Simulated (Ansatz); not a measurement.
Ansatz (a first-principles code) input (RPA@PBE/cc-pVTZ):

Ansatz 0.2 input:
```yaml
crystal:
  periodic: [false, false, false]
  atoms:
    - {symbol: As, position_ang: [0.00000000, -0.00000000, -0.00000000]}
    - {symbol: H, position_ang: [-0.86089794, -1.11813083, -0.48230707]}
    - {symbol: H, position_ang: [-0.54108335, 1.29598678, -0.50162634]}
    - {symbol: H, position_ang: [1.38969123, -0.18816144, -0.50728243]}
    - {symbol: H, position_ang: [0.01229005, 0.01030549, 1.49121583]}
basis:
  gaussian:
    orbitals: cc-pVTZ
hamiltonian:
  xc: pbe
total_charge: 1
magnetization: {spin_polarized: false}
correlation: {method: rpa, electrons: outside_noble_gas}
```

Output:

```
Functional definition: PBE
integrals: 0.05 GiB planned
575 factors; integrals over basis functions are off by at most 6.4e-4 eV
mean field: 0.31 GiB planned
mean field evaluation 1: about -60888.5802 eV, gradient 1.7e1 eV
mean field evaluation 2: about -60888.5781 eV, gradient 1.7e1 eV
mean field evaluation 4: about -60889.5477 eV, gradient 5.1e0 eV
mean field evaluation 8: about -60889.5741 eV, gradient 1.9e-3 eV
mean field -60889.57412251 eV, -2237.6505765664 hartree, gradient 6.4e-7 eV, S^2 0.000000; 0 other end points of the search recorded, 0 dependent functions left out
14 core orbitals not correlated
reference -60851.60909649 eV, -2236.2553875938 hartree; 4, 4 occupied and 81, 81 virtual orbitals, 575 factors
Total energy: -60860.12234484 eV, -2236.5682437005 hartree
```
